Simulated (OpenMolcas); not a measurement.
**Xe2+: Slater's ratio, worked from levels**

```json
{
 "Program": "OpenMolcas",
 "Basis": "ANO-RCC-VTZP [7s6p4d2f1g]",
 "Scalar Hamiltonian": "DKH2, point nucleus",
 "Active space": "6 electrons in 9 orbitals (RAS2 5s 5p; RAS3 5d, at most 2 electrons)",
 "State averaging": "2S+1 = 3 even, 3 roots; 2S+1 = 1 even, 7 roots; 2S+1 = 3 odd, 3 roots; 2S+1 = 1 odd, 3 roots",
 "Spin-orbit coupling": "state interaction with AMFI integrals over the reference wave functions, term energies averaged over their components"
}
```

Methods: RASSCF; MS-RASPT2, IPEA 0.25 Eh, imaginary shift 0.1 Eh (closed shells correlated: 4d). Measured levels: Saloman, J. Phys. Chem. Ref. Data 33, 765 (2004).

**Slater's ratio.** With one set of orbitals, p4 has ¹D - ³P = 6 F2 and ¹S - ¹D = 9 F2 (F2 = F²/25), a ratio of 3/2. Term energies are centres of gravity, weighted by 2J + 1.

```tsv
Source	¹D - ³P	¹S - ³P	F2 from the first	Ratio
RASSCF	14353	31518	2392	1.196
MS-RASPT2	12725	30930	2121	1.431
measured	12931	31935	2155	1.470
```

Energies in cm-1. A ratio away from 3/2 shows effects beyond one configuration with one set of orbitals, and in heavier atoms second-order spin-orbit shifts.

Term energies are means over components that CASPT2 splits; among the terms shown or strongly mixed into the levels shown the widest spread is 87 cm-1 (5s² 5p⁴ ¹D, MS-RASPT2). The run also gave levels led by 5s 5p⁴ 5d, which use shells meant for correlation; these and all levels above them are left out. Computed and measured levels are paired by configuration, term and J; levels that our copy of the source lacks, or whose pairing is in doubt (as where it misses far off the trend of its configuration), stay unpaired and out of the deviations. Only configurations of the active space appear.
